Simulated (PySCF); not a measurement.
Work out the structure from these simulated measurements.

Elements present: C, H and Si. Monoisotopic mass: 150.0865 u.

* 13C NMR: chemical shifts (computed TMS as zero) by class: 145.0 (1 C), 139.3 (2 C), 134.4 (1 C), 133.2 (2 C), -0.8 (3 C) ppm [GIAO PBE0/pcSseg-1]
* Dipole: 0.13 D [CAM-B3LYP/def2-SVPD]
* Rotational structure: rotational constants A, B, C: 2.027, 0.723, 0.641 GHz [PBE0-D3(BJ)/def2-SVP]
* Triplet: lowest triplet excitation (Tamm–Dancoff): 4.03 eV [TDA CAM-B3LYP/def2-SVPD]
* Valence photoelectron: vertical ionisation energy: 8.91 eV [ΔSCF CAM-B3LYP/def2-SVPD]
* UV, first state: lowest singlet excitation: 5.38 eV (230 nm, f = 0.001) [TDDFT CAM-B3LYP/def2-SVPD]

Gas-phase values; electronic properties from PySCF, density fitting. Levels stand in brackets. Geometry: PBE0-D3(BJ)/def2-SVP; no solvent, vibrations or thermal averaging. NMR classes are plain means over equivalent atoms (diastereotopic ones count apart unless rotation or inversion swaps them), as if these changed places fast.

Question: Which formula fits the mass and the elements?

Answer: C9H14Si (calculated 150.0865). No other formula that holds each of these elements comes within 0.0003 u with a fitting electron parity and a possible valence count.

Question: Propose a structure and show how it fits.

Answer: Numbering: `[CH3:1][Si:2]([CH3:3])([CH3:4])[c:5]1[cH:6][cH:7][cH:8][cH:9][cH:10]1`. Its formula, C9H14Si, gives 4 degrees of unsaturation: 1 ring and 3 π bonds in the structure found (Kekulé form). 9 carbons fall into 5 classes; from least to most shielded: substituted aromatic carbon [C5] (145.0 ppm), aromatic CH carbon [C6/C10] (139.3 ppm, 2 C), aromatic CH carbon [C8] (134.4 ppm), aromatic CH carbon [C7/C9] (133.2 ppm, 2 C), Si-methyl carbon [C1/C3/C4] (-0.8 ppm, 3 C, up to 3.7 ppm apart in this geometry). The first electron is taken from the HOMO, whose largest Löwdin shares are 0.23 on the substituted aromatic carbon, 0.22 on an aromatic CH carbon and 0.12 on each of 2 atoms of one kind (aromatic CH carbon). By its constants the optimised geometry is an asymmetric top. Structure: `C[Si](C)(C)c1ccccc1`. The assignments are read from this structure; whether some other isomer fits the data as well wasn't checked.

Conformer computed: `[CH3:1][Si:2]([CH3:3])([CH3:4])[c:5]1[cH:6][cH:7][cH:8][cH:9][cH:10]1`: C1–Si2–C5–C6 2°.
